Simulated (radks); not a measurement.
Dispersion coefficients C6 (hartree bohr^6) between ground-configuration atoms and ions, from the Casimir-Polder integral (3/pi) of alpha_A(iw) alpha_B(iw). All-electron calculation, scalar-relativistic Kohn-Sham, LB94 model potential, spin-polarised, spherical densities, finite nucleus; open shells are filled with parallel spins first (spin-orbit coupling, left out, can overturn this in heavy ions); Fermi nuclear charge, rms radius of each element as measured or else 0.836 A^(1/3) + 0.57 fm. Program: a radial shooting solver on a logarithmic mesh with Libxc functionals. Response by self-consistent Sternheimer equations with the Hartree and adiabatic LDA kernel, the relativistic mass of each level held fixed and spin-orbit coupling left out. For heavy and open-shell atoms this level of theory can miss by tens of per cent.

| C6 | Tb | Fe | Ru | C2+ | Eu | Os+ |
|---|---|---|---|---|---|---|
| Tb | 1602 |  |  |  |  |  |
| Fe | 746.7 | 360.8 |  |  |  |  |
| Ru | 754.6 | 369.5 | 383.1 |  |  |  |
| C2+ | 90.98 | 46.32 | 48.85 | 6.483 |  |  |
| Eu | 1721 | 798.7 | 806.0 | 96.75 | 1849 |  |
| Os+ | 488.5 | 248.5 | 263.6 | 34.95 | 519.5 | 190.2 |

Static polarisabilities (bohr^3): Tb ([Xe] 4f9 6s2) 119.4, Fe ([Ar] 3d6 4s2) 45.83, Ru ([Kr] 4d7 5s1) 44.43, C2+ ([He] 2s2) 4.347, Eu ([Xe] 4f7 6s2) 131.7, Os+ ([Xe] 4f14 5d6 6s1) 23.67. The combination rule 2 Ca Cb / ((alpha_b/alpha_a) Ca + (alpha_a/alpha_b) Cb) gives 259.7 for Os+-Ru, against 263.6 from the integral.
